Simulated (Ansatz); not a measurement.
`[CH3][Ge][Cl]` + HBr → `[Cl][Ge][Br]` + CH₄ at 700 K and 1 bar (ligand exchange at a Ge–C bond).

Computed with Ansatz on PBE0-D4/def2-TZVP structures; ΔE is electronic, products minus reactants. CBS: MP2 limit from def2 TZ/QZ plus the TZ coupled-cluster correction, frozen cores. This one scheme is used for every species. For Br, Ge outer-core shells are correlated without core-valence functions, which leaves a few kJ/mol of doubt a bond. Scalar relativity is left out up to krypton.

| species | CCSD(T)/CBS energy (Eh) | H − E (kJ/mol) | S (J/(mol·K)) |
| --- | --- | --- | --- |
| `[CH3][Ge][Cl]` | -2575.77362 | 144.4 | 380.1 |
| HBr | -2573.91920 | 36.5 | 223.7 |
| `[Cl][Ge][Br]` | -5109.28758 | 41.3 | 360.9 |
| CH₄ | -40.46206 | 145.9 | 224.0 |

H − E and S are ideal-gas, rigid-rotor, harmonic terms from PBE0-D4/def2-TZVP. 1 Eh = 2625.50 kJ/mol, R = 8.31446 J/(mol·K).

Problem. By hand: ΔE, ΔH, ΔS and ΔG.

Solution. ΔE = (-5109.28758) + (-40.46206) − (-2575.77362) − (-2573.91920) = -0.05682 Eh = -149.2 kJ/mol. Δ(H − E) = 41.3 + 145.9 − 144.4 − 36.5 = 6.3, so ΔH = -142.9 kJ/mol. ΔS = 360.9 + 224.0 − 380.1 − 223.7 = -18.9 J/(mol·K). ΔG = -142.9 − 700 × (-18.9)/1000 = -129.7 kJ/mol.

Problem. By hand: the equilibrium constant, and the temperature at which ΔG would vanish if ΔH and ΔS stayed fixed.

Solution. log₁₀ K = −ΔG/(RT ln 10) = 9.7. ΔG = 0 at ΔH/ΔS = 7561 K, far beyond where these terms or the molecules hold.

ΔH outweighs TΔS. A doubt of 5 kJ/mol in ΔE shifts log₁₀ K by 0.4 here. These are equilibria of isolated gas molecules and say nothing of rates. Largest T1 diagnostic: 0.012 (customary marks: 0.02 for closed shells, 0.045 for open ones).
